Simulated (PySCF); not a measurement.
Polarisability and C₆ of Cr²⁺ (chromium, charge +2)

[Ar] 3d4, high-spin 5D determinant. Calculation: PySCF 2.14, in aug-cc-pVQZ-DK; the spin-free X2C one-electron Hamiltonian (Gaussian nucleus). Coupled (time-dependent) response in atomic units; α is the mean over directions.

```csv
method,mean α (bohr³),"α xx, yy, zz",C₆ (like pair),S(−4)
PW91,4.627,"4.328, 4.328, 5.226",13.84,15.17
```

S(−4) is the Cauchy moment in α(ω) = α(0) + S(−4) ω² + …

α(iu) at PW91:

```
u (hartree)  α(iu) (bohr³)
          0          4.627
     0.0500          4.590
      0.100          4.485
      0.200          4.139
      0.300          3.737
      0.500          3.041
      0.750          2.432
       1.00          2.005
       1.50          1.435
       2.00          1.073
       3.00         0.6597
       5.00         0.3199
```

A single London oscillator, α(iu) = α/(1 + u²/ω²), gives C₆ = (3/4) ω α². Matching the computed C₆ needs ω = 4 × 13.84 / (3 × 4.627²) = 0.862 hartree.

For an ion, C₆ is the dispersion term alone; charge-induced terms of lower order in 1/R come first.

The components differ because the open shell of this determinant is not spherical; for a pure term their mean is the scalar polarisability.
